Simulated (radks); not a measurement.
The numbers below are computed, except where a source is named.
Q: The mean radii <r> (bohr) of the occupied orbitals of an atom or ion are listed with their occupations. Code: a radial shooting solver on a logarithmic mesh with Libxc functionals. Model: Dirac Kohn-Sham, relativistic LDA (MacDonald-Vosko exchange, VWN5 correlation), spin-unpolarised, spherical densities, finite nucleus; Fermi nuclear charge, rms radius of each element as measured or else 0.836 A^(1/3) + 0.57 fm.

| orbital | occ. | <r> |
|---|---|---|
| 1s1/2 | 2 | 0.03197 |
| 2s1/2 | 2 | 0.1384 |
| 2p1/2 | 2 | 0.1174 |
| 2p3/2 | 4 | 0.1223 |
| 3s1/2 | 2 | 0.3800 |
| 3p1/2 | 2 | 0.3716 |
| 3p3/2 | 4 | 0.3824 |
| 3d3/2 | 4 | 0.3550 |
| 3d5/2 | 6 | 0.3585 |
| 4s1/2 | 2 | 0.9134 |
| 4p1/2 | 2 | 0.9634 |
| 4p3/2 | 4 | 0.9877 |
| 4d3/2 | 3 | 1.138 |
| 5s1/2 | 1 | 1.978 |

Name the element and its charge.

A: Z = 46, palladium, charge +6: Pd6+ in [Kr] 4d(3/2: 3, 5/2: 0) 5s1. The 1s radius gives Z: for a bare nucleus <r> = (2 gamma + 1)/(2Z) with gamma = sqrt(1 - (Z/c)^2), 0.03135 bohr for Z = 46, and screening makes it slightly larger (0.03197 here). The occupations add up to 40, and the charge is Z minus that.
